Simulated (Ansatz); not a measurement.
Geometry optimisation, RKS PBE/6-31G in Ansatz 0.2.0.

Input file:

```yaml
crystal:
  periodic: [false, false, false]
  atoms:
    - { symbol: B, position_ang: [-0.0819, -1.8907, 0.3556] }
    - { symbol: C, position_ang: [0.7021, -0.5145, 0.5956] }
    - { symbol: C, position_ang: [1.9331, -0.4863, -0.2824] }
    - { symbol: Si, position_ang: [-0.2934, 1.007, 0.2562] }
    - { symbol: C, position_ang: [-0.36364, 2.14633, 1.78407] }
    - { symbol: "N", position_ang: [0.53262, 1.98638, -1.07902] }
    - { symbol: H, position_ang: [-0.5175, -2.0947, -0.7301] }
    - { symbol: H, position_ang: [-0.29, -2.5796, 1.2271] }
    - { symbol: H, position_ang: [1.0092, -0.4667, 1.7076] }
    - { symbol: H, position_ang: [2.5463, 0.442, -0.0502] }
    - { symbol: H, position_ang: [1.7006, -0.5297, -1.3285] }
    - { symbol: H, position_ang: [2.6365, -1.3457, -0.0043] }
    - { symbol: H, position_ang: [-1.61926, 0.77038, -0.18903] }
    - { symbol: H, position_ang: [-0.87929, 1.61402, 2.55031] }
    - { symbol: H, position_ang: [0.66815, 2.42182, 2.10083] }
    - { symbol: H, position_ang: [-0.96889, 3.06397, 1.49665] }
    - { symbol: H, position_ang: [0.64176, 1.31554, -1.87687] }
    - { symbol: H, position_ang: [1.49426, 2.24359, -0.75972] }
basis:
  gaussian: { orbitals: "6-31G" }
hamiltonian:
  xc: pbe
relax:
  f_tol: 0.015
  max_steps: 40
```

Launched with:

```bash
$ ansatz run input.yaml --threads 1 --pin off --max-ram 2048MiB --backend cpu --events-out ev --progress --plain --runs-dir out
```

Where does it end, and by what steps?

It converged. Limits of this set-up: no polarisation functions. After 18 steps the energy has fallen by 1.123 eV; H8 moved furthest, 1.07 Å.

```json
{"step": "0", "energy less start (eV)": "0.0000", "largest force component (eV/Å)": "2.621", "accepted": "yes"}
{"step": "1", "energy less start (eV)": "-0.5875", "largest force component (eV/Å)": "1.370", "accepted": "yes"}
{"step": "2", "energy less start (eV)": "-0.7847", "largest force component (eV/Å)": "0.925", "accepted": "yes"}
{"step": "3", "energy less start (eV)": "-0.9369", "largest force component (eV/Å)": "0.376", "accepted": "yes"}
{"step": "4", "energy less start (eV)": "-1.0111", "largest force component (eV/Å)": "0.250", "accepted": "yes"}
{"step": "5", "energy less start (eV)": "-1.0552", "largest force component (eV/Å)": "0.340", "accepted": "yes"}
{"step": "6", "energy less start (eV)": "-1.0836", "largest force component (eV/Å)": "0.529", "accepted": "yes"}
{"step": "7", "energy less start (eV)": "-1.0997", "largest force component (eV/Å)": "0.490", "accepted": "yes"}
{"step": "8", "energy less start (eV)": "-1.1116", "largest force component (eV/Å)": "0.152", "accepted": "yes"}
{"step": "9", "energy less start (eV)": "-1.1113", "largest force component (eV/Å)": "0.272", "accepted": "no"}
{"step": "10", "energy less start (eV)": "-1.1173", "largest force component (eV/Å)": "0.266", "accepted": "yes"}
{"step": "11", "energy less start (eV)": "-1.1206", "largest force component (eV/Å)": "0.059", "accepted": "yes"}
{"step": "12", "energy less start (eV)": "-1.1185", "largest force component (eV/Å)": "0.424", "accepted": "no"}
{"step": "13", "energy less start (eV)": "-1.1218", "largest force component (eV/Å)": "0.043", "accepted": "yes"}
{"step": "14", "energy less start (eV)": "-1.1223", "largest force component (eV/Å)": "0.040", "accepted": "yes"}
{"step": "15", "energy less start (eV)": "-1.1225", "largest force component (eV/Å)": "0.061", "accepted": "yes"}
{"step": "16", "energy less start (eV)": "-1.1224", "largest force component (eV/Å)": "0.041", "accepted": "no"}
{"step": "17", "energy less start (eV)": "-1.1228", "largest force component (eV/Å)": "0.030", "accepted": "yes"}
{"step": "18", "energy less start (eV)": "-1.1228", "largest force component (eV/Å)": "0.006", "accepted": "yes"}
```

```xyz
18
Properties=species:S:1:pos:R:3
B -0.180 -1.602 0.403
C 0.954 -0.599 0.667
C 2.229 -0.632 -0.196
Si -0.204 0.985 0.212
C -0.417 1.996 1.827
N 0.486 1.884 -1.150
H -0.301 -2.128 -0.680
H -1.032 -1.806 1.239
H 1.179 -0.435 1.738
H 2.848 0.279 -0.093
H 1.981 -0.751 -1.264
H 2.862 -1.489 0.099
H -1.575 0.563 -0.295
H -0.855 1.359 2.614
H 0.557 2.372 2.184
H -1.084 2.856 1.652
H -0.055 2.079 -1.986
H 1.458 2.174 -1.196
```

The run took 4.5 min on 1 CPU thread of a shared host.
